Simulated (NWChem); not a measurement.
System: C2H6F2Si; SMILES FC[SiH2]CF

Input file for NWChem:

```
start job
memory heap 200 mb stack 900 mb global 1100 mb
geometry units angstroms noautosym nocenter noautoz
  F      1.847576     0.361746    -0.944784
  C      1.370869    -0.674816    -0.161876
  Si     0.000000     0.000000     0.964384
  C     -1.370869     0.674816    -0.161876
  F     -1.847576    -0.361746    -0.944784
  H      0.967007    -1.464529    -0.820122
  H      2.207709    -1.113234     0.409695
  H     -0.529408    -1.105876     1.818296
  H      0.529408     1.105876     1.818296
  H     -2.207709     1.113234     0.409695
  H     -0.967007     1.464529    -0.820122
end
basis spherical
  F library sto-3g
  C library sto-3g
  Si library sto-3g
  H library sto-3g
end
dft
  xc hfexch
  iterations 150
end
property
  shielding 6 1 2 3 6 7 8
end
task dft property
```

STO-3G and 3-21G are far too small for this property and stand as cheap habits. All runs use the structure optimised with PBE0/def2-SVP.

GIAO values for the isolated, static molecule; σ is the absolute isotropic shielding, δ = σ(reference) − σ with the isolated reference molecule computed at the same levels (13C: tetramethylsilane, 19F: trichlorofluoromethane, 1H: tetramethylsilane, 29Si: tetramethylsilane).

Atoms are numbered as in the input.

Q: What results follow from this input? (Hartree-Fock/STO-3G, GIAO.) Quantities: δ F1 (ppm); δ C2 (ppm); δ Si3 (ppm); δ H6 (ppm); δ H7 (ppm); δ H8 (ppm).

A: 
```yaml
"δ F1 (ppm)": -108.3
"δ C2 (ppm)": 45.2
"δ Si3 (ppm)": -47.5
"δ H6 (ppm)": 1.80
"δ H7 (ppm)": 1.60
"δ H8 (ppm)": 1.77
```
